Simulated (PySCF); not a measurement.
Ligands exchanged one at a time, B CH3-I. Isolated molecules, 0 K electronic values unless said otherwise. Strings in code marks are SMILES.

Method: TPSSh-D3(BJ)/def2-TZVP // PBE0-D3(BJ)/def2-TZVP in PySCF 2.14.0. All candidates: neutral, multiplicity 1. Delta-SCF ions had no search for a lower state. 

```json
{
  "HOMO": "-6.77 eV",
  "dipole_moment": "1.23 D",
  "vertical ionisation energy (Delta-SCF)": "9.14 eV"
}
```

Identify which member has these values.
(A) `CB(C)I`
(B) `IB(I)I`
(C) `CB(C)C`
(D) `CB(I)I`

D, `CB(I)I`. The others give `CB(C)C`: -7.76 eV, 0.02 D, 10.43 eV; `CB(C)I`: -6.62 eV, 1.90 D, 9.32 eV; `IB(I)I`: -6.80 eV, 0.00 D, 8.96 eV
